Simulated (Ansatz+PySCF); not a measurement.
The numbers below are computed, except where a source is named.
Input for PySCF 2.14.0:

```python
from pyscf import gto, dft

mol = gto.M(atom="""
Ti 0.000000 0.000000 -0.388810
O 0.000000 1.325620 0.534610
O 0.000000 -1.325620 0.534610
""", basis='def2-svp', charge=0, spin=0)
mf = dft.UKS(mol, xc='wb97x')
mf.kernel()
print(mf.converged, mf.e_tot, mf.spin_square()[0])
```

The script is written out from the run's settings.

Output:

```json
{
  "Converged": "yes",
  "Total energy": "-999.66332 hartree",
  "Spin squared of the determinant": "0.000",
  "Cycles": "14"
}
```

Caution: other spin multiplicities were not run.
